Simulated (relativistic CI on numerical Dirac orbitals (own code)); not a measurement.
**Ce+: what numerical and physical settings do to a radial Dirac CI calculation**

Reference input:

```
atom Ce  Z=58  charge=1  electrons=57
nucleus A=140  rms_radius_fm=4.8771
hamiltonian dirac-coulomb  breit=on  qed=on  c_scale=1
orbitals kli  potential=per-configuration
slater_scale 1
correlation none
mixing on
grid step=0.0125 r_max=129.7
scf mixing=0.4 start=green max_iterations=150 tolerance=2e-08 node_fill=0.05
configurations
  [Xe] 4f 5d2
  [Xe] 4f 6s2
end
```

Computed lowest total energy -8848.59585 Ha, first excitation 904.5 cm⁻¹, 26 SCF steps. Runs with settings changed; * marks those that are bad on purpose:

| Changed | Outcome | Lowest level | ΔE (Ha) | First excitation (cm⁻¹) | SCF steps | Message |
| --- | --- | --- | --- | --- | --- | --- |
| Slater scale 0.5, SCF tolerance 0.0001 | converged | 4f 5d2 4H°_7/2 | 0.0235 | 720.2 | 17 |  |
| Slater scale 1.2, grid step 0.008 | converged | 4f 5d2 4H°_7/2 | -0.00952 | 921.5 | 26 |  |
| iteration limit 20 | converged | 4f 5d2 4H°_7/2 | 0 | 904.5 | 26 |  |
| SCF mixing 1.3 * | converged | 4f 5d2 4H°_7/2 | 3.09e-11 | 904.5 | 23 |  |
| end of the grid at 10.38 bohr * | not converged |  |  |  | 14 | orbital 5p1/2 not found |

With so few configurations and no correlation, terms lie too far apart (by 10 to 50 % near neutrality), their order can be wrong, and levels of other configurations are missing.
